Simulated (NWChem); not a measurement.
Species: C$_{3}$H$_{5}$Br; SMILES C=C(C)Br

Computed with NWChem. Pople sets run with spherical d functions. Medium grid unless said otherwise, to which SCAN and Minnesota functionals are sensitive. All runs use the structure optimised with PBE0/def2-SVP. B3LYP is NWChem's, with the RPA form of VWN correlation. Total energies of different functionals are on different scales.

| level | energy (Ha) | highest occupied level (eV) | orbital gap (eV) | dipole (D) |
|---|---|---|---|---|
| B3LYP/6-31G* | -2691.1806 | -6.78 | 6.88 | 1.73 |
| PBE/6-31G* | -2690.6006 | -5.86 | 5.13 | 1.70 |
| OLYP/6-31G* | -2691.8332 | -5.72 | 5.18 | 1.69 |
| PW6B95/6-31G* | -2692.4351 | -7.11 | 7.49 | 1.75 |
| MN15/6-31G* | -2691.3158 | -7.72 | 8.67 | 1.80 |
| MPW1K/6-31G* | -2691.2933 | -7.93 | 8.90 | 1.83 |
| Hartree-Fock/6-31G* | -2688.5909 | -9.61 | 13.92 | 1.95 |
| TPSSh/6-31G* | -2691.0793 | -6.41 | 6.20 | 1.79 |
| MN15-L/6-31G* | -2691.0861 | -6.26 | 5.98 | 1.77 |
